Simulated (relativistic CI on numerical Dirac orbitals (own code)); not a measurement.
## Level scheme of Tm⁶⁵⁺

These numbers are calculated, not measured: Dirac-Coulomb-Breit CI, orbitals from a KLI potential per configuration, a model potential for QED, unscaled Slater integrals (own radial code, finite nucleus).

Configurations in the expansion (outside the closed core 1s2): 2s2, 2s.2p, 2p2, 2p.3s, 2p.3p, 2s.3s, 2s.3p, 2s.3d, 2s.4s, 2s.4p, 2s.4d, 2s.4f, 2s.5s, 3s2, 2s.5p, 2s.5d, 2s.5f, 2s.5g, 3s.3p, 3p2. Levels of other configurations are missing.

| No. | Configuration | Term | J | E (Ry) | % | jj configuration (%) |
| --- | --- | --- | --- | --- | --- | --- |
| 1 | 2s2 | 1S | 0 | 0.00 | 98 | closed (98) |
| 2 | 2s.2p | 3P° | 0 | 11.23 | 100 | 2s 2p1/2 (100) |
| 3 | 2s.2p | 3P° | 1 | 13.56 | 71 | 2s 2p1/2 (100) |
| 4 | 2p2 | 3P | 0 | 31.93 | 68 | 2p1/2^2 (98) |
| 5 | 2s.2p | 3P° | 2 | 90.52 | 100 | 2s 2p3/2 (100) |
| 6 | 2s.2p | 1P° | 1 | 96.69 | 71 | 2s 2p3/2 (100) |
| 7 | 2p2 | 3P | 1 | 108.27 | 100 | 2p1/2 2p3/2 (100) |
| 8 | 2p2 | 1D | 2 | 109.59 | 65 | 2p1/2 2p3/2 (100) |
| 9 | 2p2 | 3P | 2 | 188.41 | 65 | 2p3/2^2 (100) |
| 10 | 2p2 | 1S | 0 | 193.07 | 69 | 2p3/2^2 (100) |
| 11 | 2s.3s | 3S | 1 | 687.46 | 100 | 2s 3s (100) |
| 12 | 2s.3s | 1S | 0 | 689.72 | 99 | 2s 3s (99) |
| 13 | 2s.3p | 3P° | 0 | 692.80 | 100 | 2s 3p1/2 (100) |
| 14 | 2s.3p | 3P° | 1 | 692.84 | 67 | 2s 3p1/2 (99) |
| 15 | 2p.3s | 3P° | 0 | 701.51 | 100 | 2p1/2 3s (100) |
| 16 | 2p.3s | 3P° | 1 | 701.61 | 66 | 2p1/2 3s (98) |
| 17 | 2p.3p | 3D | 1 | 704.73 | 74 | 2p1/2 3p1/2 (99) |
| 18 | 2p.3p | 3P | 0 | 708.36 | 68 | 2p1/2 3p1/2 (99) |
| 19 | 2s.3p | 3P° | 2 | 716.20 | 100 | 2s 3p3/2 (100) |
| 20 | 2s.3p | 1P° | 1 | 716.77 | 67 | 2s 3p3/2 (99) |
| 21 | 2s.3d | 3D | 1 | 718.55 | 99 | 2s 3d3/2 (99) |
| 22 | 2s.3d | 3D | 2 | 718.91 | 71 | 2s 3d3/2 (98) |
| 23 | 2s.3d | 3D | 3 | 724.97 | 100 | 2s 3d5/2 (100) |
| 24 | 2s.3d | 1D | 2 | 726.00 | 68 | 2s 3d5/2 (93) |
| 25 | 2p.3p | 3P | 1 | 729.64 | 48 | 2p1/2 3p3/2 (100) |
| 26 | 2p.3p | 3D | 2 | 729.92 | 49 | 2p1/2 3p3/2 (94) |
| 27 | 2p.3s | 3P° | 2 | 781.82 | 100 | 2p3/2 3s (100) |
| 28 | 2p.3s | 1P° | 1 | 782.52 | 67 | 2p3/2 3s (100) |
| 29 | 2p.3p | 3P | 1 | 786.53 | 51 | 2p3/2 3p1/2 (100) |
| 30 | 2p.3p | 3D | 2 | 786.66 | 48 | 2p3/2 3p1/2 (100) |
| 31 | 2p.3p | 3D | 3 | 808.83 | 100 | 2p3/2 3p3/2 (100) |
| 32 | 2p.3p | 1P | 1 | 808.88 | 54 | 2p3/2 3p3/2 (100) |
| 33 | 2p.3p | 3P | 2 | 811.01 | 65 | 2p3/2 3p3/2 (100) |
| 34 | 2p.3p | 1S | 0 | 812.94 | 68 | 2p3/2 3p3/2 (100) |
| 35 | 2s.4s | 3S | 1 | 923.02 | 100 | 2s 4s (100) |
| 36 | 2s.4s | 1S | 0 | 923.83 | 100 | 2s 4s (100) |
| 37 | 2s.4p | 3P° | 0 | 925.10 | 100 | 2s 4p1/2 (100) |
| 38 | 2s.4p | 3P° | 1 | 925.13 | 68 | 2s 4p1/2 (100) |
| 39 | 2s.4p | 3P° | 2 | 934.87 | 100 | 2s 4p3/2 (100) |
| 40 | 2s.4p | 1P° | 1 | 935.04 | 68 | 2s 4p3/2 (100) |
| 41 | 2s.4d | 3D | 1 | 935.81 | 100 | 2s 4d3/2 (100) |
| 42 | 2s.4d | 3D | 2 | 935.96 | 69 | 2s 4d3/2 (99) |
| 43 | 2s.4d | 3D | 3 | 938.57 | 100 | 2s 4d5/2 (100) |
| 44 | 2s.4d | 1D | 2 | 938.98 | 69 | 2s 4d5/2 (99) |
| 45 | 2s.4f | 3F° | 3 | 939.18 | 61 | 2s 4f5/2 (100) |
| 46 | 2s.4f | 3F° | 2 | 939.18 | 100 | 2s 4f5/2 (100) |
| 47 | 2s.4f | 3F° | 4 | 940.49 | 100 | 2s 4f7/2 (100) |
| 48 | 2s.4f | 1F° | 3 | 940.59 | 61 | 2s 4f7/2 (100) |
| 49 | 2s.5s | 3S | 1 | 1029.86 | 100 | 2s 5s (100) |
| 50 | 2s.5s | 1S | 0 | 1030.23 | 100 | 2s 5s (100) |
| 51 | 2s.5p | 3P° | 0 | 1030.90 | 100 | 2s 5p1/2 (100) |
| 52 | 2s.5p | 3P° | 1 | 1030.91 | 68 | 2s 5p1/2 (100) |
| 53 | 2s.5p | 3P° | 2 | 1035.86 | 100 | 2s 5p3/2 (100) |
| 54 | 2s.5p | 1P° | 1 | 1035.94 | 68 | 2s 5p3/2 (100) |
| 55 | 2s.5d | 3D | 1 | 1036.33 | 100 | 2s 5d3/2 (100) |
| 56 | 2s.5d | 3D | 2 | 1036.40 | 68 | 2s 5d3/2 (99) |
| 57 | 2s.5d | 3D | 3 | 1037.75 | 100 | 2s 5d5/2 (100) |
| 58 | 2s.5d | 1D | 2 | 1037.94 | 68 | 2s 5d5/2 (99) |
| 59 | 2s.5f | 3F° | 2 | 1038.04 | 100 | 2s 5f5/2 (100) |
| 60 | 2s.5f | 3F° | 3 | 1038.05 | 62 | 2s 5f5/2 (100) |
| 61 | 2s.5f | 3F° | 4 | 1038.71 | 100 | 2s 5f7/2 (100) |
| 62 | 2s.5g | 3G | 4 | 1038.77 | 56 | 2s 5g7/2 (100) |
| 63 | 2s.5f | 1F° | 3 | 1038.77 | 62 | 2s 5f7/2 (100) |
| 64 | 2s.5g | 3G | 3 | 1038.78 | 100 | 2s 5g7/2 (100) |
| 65 | 2s.5g | 3G | 5 | 1039.18 | 100 | 2s 5g9/2 (100) |
| 66 | 2s.5g | 1G | 4 | 1039.19 | 56 | 2s 5g9/2 (100) |

Energies count from the lowest computed level; ° marks odd parity. Filled j subshells are mostly left out of the jj labels.

The mean weight of the leading LS term, summed over parents, in these 66 levels is 81 %, and that of the leading jj configuration (from the same eigenvectors) 100 %, so jj coupling describes them better and the LS labels are nominal.

At this charge energies of transitions that change n are usually good to better than 1 %, and those within a shell (Δn = 0) to a few per cent.

LS names give the leading component of a level, which can be under half, so a name can repeat, a term be missing and a line seem to break the LS rules.
